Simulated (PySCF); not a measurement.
C2H3Cl2InO2. Atoms are numbered in the order given.

```xyz
10

In    -0.0273     0.3894     0.1056
Cl     1.2874     1.9840    -1.0031
Cl    -1.5181     0.9522     1.8270
O     -0.6864    -1.3247    -1.1648
C      0.1690    -2.0872    -0.5879
C      0.2554    -3.5378    -0.9699
O      0.9302    -1.6174     0.3309
H      1.2346    -3.9588    -0.6833
H      0.0676    -3.6589    -2.0521
H     -0.5400    -4.0880    -0.4264
```
Charge 0, spin multiplicity 1.

The structure is a stationary point at PBE-D3(BJ)/def2-SVP. The def2 effective core potentials stand for the cores of In; spin–orbit coupling is left out. The values are those of a single conformer.

The numbers are results of PySCF with HF/def2-TZVP, not measurements.

Q: Estimate the frontier levels, gap, dipole moment. (Estimate from the structure and the level; the computed values follow.)

A: 
```yaml
highest_occupied_level: -12.45 eV
lowest_empty_level: 1.05 eV
orbital_gap: 13.50 eV
dipole_moment: 3.57 D
quadrupole, principal values (traceless, Buckingham form, about the centre of nuclear charge): -10.21, -2.12, 12.34 D·Å
```
